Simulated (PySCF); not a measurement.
# Correlation energy of S²⁺ (sulfur, charge +2)

[Ne] 3s2 3p2, high-spin 3P determinant. All numbers are calculated (PySCF 2.14, no relativity, point nucleus, in def2-TZVP (5s5p2d1f, 37 functions)). Frozen: [Ne]; 4 electrons correlated.

MP2 pair energies summed by pair of shells (mhartree):

| pair | energy | share (%) |
| --- | --- | --- |
| 3s-3p | -41.10 | 62.8 |
| 3s-3s | -17.43 | 26.6 |
| 3p-3p | -6.93 | 10.6 |

Total MP2 correlation energy: -65.46 mhartree.

Same-spin part -10.82 and opposite-spin part -54.65 mhartree; SCS-MP2 scales them by 1/3 and 6/5 to -69.18 mhartree.

```json
{"level": "CCSD", "correlation energy (mhartree)": "-87.99"}
{"level": "(T)", "correlation energy (mhartree)": "-2.10"}
{"level": "CCSD(T)", "correlation energy (mhartree)": "-90.09"}
```

Diagnostics: T1 = 0.0085, D1 = 0.0221, largest double amplitude 0.105.

**Question.** Is a single reference adequate?

**Answer.** Mostly. T1 lies below 0.03, but a double amplitude of this size points to a near-degeneracy that CCSD handles and MP2 describes poorly.
